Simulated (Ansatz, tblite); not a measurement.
Cost and result up the ladder for closo-2-NB4 (H on N) (B₄NH₅) (10 atoms). The state is a singlet with charge 0. Geometry: r2SCAN-D4/def2-SVP.

```tsv
atom	x (Å)	y (Å)	z (Å)
N1	-0.125	-0.673	0.399
B2	0.776	0.758	0.234
B3	-0.912	0.620	0.661
B4	0.927	-0.535	-0.711
B5	-0.571	0.345	-0.887
H6	-0.287	-1.542	0.914
H7	1.422	1.403	1.005
H8	-1.594	0.885	1.601
H9	1.498	-1.404	-1.294
H10	-1.134	0.144	-1.922
```

Ansatz on 4 threads of Arm Neoverse V1 on a shared host; xTB runs through tblite on one thread. Times are rough, summed over both states, and most runs start from the orbitals of an earlier one. PBE0-D4/def2-TZVP serves as the yardstick here, not as an exact answer. The other state is a triplet.

The xTB rows come from tblite.

xTB has no spin-polarisation term.

```csv
level,functions,wall time
GFN2-xTB,25,0.006 s
GFN1-xTB,30,0.008 s
PBE-D4/def2-TZVP,185,4 s
PBE0-D4/def2-TZVP,185,5.3 s
r2SCAN-D4/def2-TZVP (with forces),185,8.9 s
```

Problem. Estimate what each level gives for the vertical triplet (eV).

Solution. 
```json
{"level": "GFN2-xTB", "vertical triplet (eV)": "3.69", "difference from PBE0-D4/def2-TZVP (eV)": "0.39"}
{"level": "GFN1-xTB", "vertical triplet (eV)": "3.48", "difference from PBE0-D4/def2-TZVP (eV)": "0.18"}
{"level": "PBE-D4/def2-TZVP", "vertical triplet (eV)": "3.38", "difference from PBE0-D4/def2-TZVP (eV)": "0.08"}
{"level": "PBE0-D4/def2-TZVP", "vertical triplet (eV)": "3.30", "difference from PBE0-D4/def2-TZVP (eV)": "0.00"}
{"level": "r2SCAN-D4/def2-TZVP (with forces)", "vertical triplet (eV)": "3.21", "difference from PBE0-D4/def2-TZVP (eV)": "-0.09"}
```
